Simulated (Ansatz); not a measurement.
Species: [Zn(SH)2] (charge 0, multiplicity 1), formula H2S2Zn.

How many basis functions does frozen-core CCSD(T)/def2-TZVPP // TPSS-D3(BJ)/def2-SVP run with Ansatz (a program for electronic structure) use, how many core orbitals are frozen, and how many electrons are correlated?

176 basis functions and 15 frozen orbitals, which leaves 34 correlated electrons. Core time is of the order of minutes.
